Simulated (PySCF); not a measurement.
# Field gradients at the hydrogen positions

Compound: C11H12.
Structure used (PBE0-D3(BJ)/def2-SVP), in Å, numbered top down from 1:
```
atom  x, y, z in Å
C1    -2.094   -0.821    1.244
C2    -1.855   -0.222    0.081
C3    -2.560    0.843   -0.727
C4    -1.195    1.160   -1.379
C5    -0.653   -0.200   -0.848
C6     0.741   -0.286   -0.300
C7     1.725   -1.029   -0.962
C8     3.031   -1.082   -0.479
C9     3.375   -0.391    0.681
C10    2.403    0.351    1.353
C11    1.099    0.401    0.867
H12   -1.364   -1.507    1.683
H13   -3.019   -0.638    1.798
H14   -3.276    0.411   -1.446
H15   -3.068    1.646   -0.172
H16   -1.165    1.317   -2.467
H17   -0.691    2.001   -0.883
H18   -0.784   -0.971   -1.627
H19    1.460   -1.575   -1.872
H20    3.784   -1.669   -1.010
H21    4.397   -0.433    1.064
H22    2.662    0.892    2.266
H23    0.339    0.973    1.405
```

Level: PBE0/pcSseg-1 (PySCF, non-relativistic); Q(2H) = 0.00286 b; rigid geometry, the same for H and D, with no vibrational averaging.

Question: Rank these positions by the coupling χzz of a deuteron there, largest first.
A. H17 (methylene hydrogen)
B. H18 (methine hydrogen)
C. H22 (aromatic hydrogen)

Answer: C (204 kHz), A (195 kHz), B (190 kHz).

Question: Tabulate Vzz, the asymmetry η and χzz = 234.96 MHz × Q × Vzz for every hydrogen position.

Answer: 
| atom | bonded to | bond length (Å) | Vzz (au) | η | χzz (kHz) |
| --- | --- | --- | --- | --- | --- |
| H12 | C1 | 1.094 | 0.3060 | 0.06 | 206 |
| H13 | C1 | 1.094 | 0.3082 | 0.06 | 207 |
| H14 | C3 | 1.103 | 0.2881 | 0.02 | 194 |
| H15 | C3 | 1.101 | 0.2929 | 0.01 | 197 |
| H16 | C4 | 1.099 | 0.2938 | 0.00 | 197 |
| H17 | C4 | 1.100 | 0.2897 | 0.02 | 195 |
| H18 | C5 | 1.104 | 0.2820 | 0.06 | 190 |
| H19 | C7 | 1.094 | 0.3021 | 0.08 | 203 |
| H20 | C8 | 1.093 | 0.3041 | 0.07 | 204 |
| H21 | C9 | 1.093 | 0.3048 | 0.07 | 205 |
| H22 | C10 | 1.093 | 0.3039 | 0.06 | 204 |
| H23 | C11 | 1.093 | 0.3009 | 0.07 | 202 |

Question: How does χzz go with the bond length over the 12 C–H bonds?

Answer: A straight-line fit has a slope of -12.3 kHz for each 0.01 Å, with a correlation coefficient of -0.96, over lengths from 1.093 to 1.104 Å. The longer bonds have the smaller couplings here.

Question: Give the 2H NMR doublet splittings at H17 for a magnetic field along the z, y and x axes of the gradient: 3χ/2, 3χ(1 + η)/4, 3χ(1 − η)/4.

Answer: With |χ| = 194.7 kHz and η = 0.018: 292, 149 and 143 kHz, to first order and without motion.

One conformer (not necessarily the lowest) at the PBE0-D3(BJ)/def2-SVP geometry, without solvent, vibrations or thermal averaging. A larger basis could move these couplings by a tenth or more.

The run behind these numbers computed NMR shieldings as well. On an Intel Xeon Platinum 8259CL at 2.50 GHz with 2 threads (shared host), this took 56 s wall, 2.2 min CPU (with the writing of density and orbital grids) and 2.0 GiB of memory at its peak.
